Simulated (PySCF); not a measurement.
Compound: H₄NSeSi (doublet state).
Bonds: N1–Si2, Si2–Se3. Hydrogens: H4 on N1; H5, H6 on Si2; H7 on Se3.

Method used: PBE0-D3(BJ)/def2-SVP geometry optimisation, gas phase (PySCF).

Question: List the bond lengths, angles and torsions at this level.

Answer: 
| bond | length (Å) |
| --- | --- |
| N1–Si2 | 1.754 |
| Si2–Se3 | 2.290 |
| N1–H4 | 1.029 |
| Si2–H5 | 1.485 |
| Si2–H6 | 1.496 |
| Se3–H7 | 1.472 |

A selection of angles:
| angle | degrees |
| --- | --- |
| Si2–N1–H4 | 111.8 |
| N1–Si2–Se3 | 107.4 |
| N1–Si2–H5 | 110.1 |
| N1–Si2–H6 | 113.0 |
| Se3–Si2–H5 | 104.8 |
| Se3–Si2–H6 | 110.3 |
| H5–Si2–H6 | 110.7 |
| Si2–Se3–H7 | 93.2 |

Torsions: H4–N1–Si2–Se3 70° (synclinal); H7–Se3–Si2–N1 -78° (synclinal). The mirror-image conformer, all signs reversed, is as good.

Si2 (silicon bonded to N, Se and 2 H) is distorted tetrahedral (angles from 104.8° to 113.0°).

Not checked by PBE0-D3(BJ)/def2-SVP frequencies. ⟨S²⟩ = 0.755 (exact for a doublet: 0.75). Torsions: H–N1–Si2–Se3 70°, N1–Si2–Se3–H -78°.
